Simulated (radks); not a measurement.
Method: scalar-relativistic Kohn-Sham, PBE, spin-polarised, spherical densities, finite nucleus; open shells are filled with parallel spins first (spin-orbit coupling, left out, can overturn this in heavy ions); Fermi nuclear charge, rms radius of each element as measured or else 0.836 A^(1/3) + 0.57 fm; computed with a radial shooting solver on a logarithmic mesh with Libxc functionals. Each species is in its NIST ground configuration. Rank Lu, Hg, Re, Ta, Hf, Pt, Ir, Os, W, Au by Delta-SCF ionisation energy (eV), largest first.

Answer. Hg 10.474, Au 9.580, Pt 9.508, Ir 9.027, Os 8.403, Re 7.657, W 7.530, Ta 7.374, Hf 6.871, Lu 5.379.
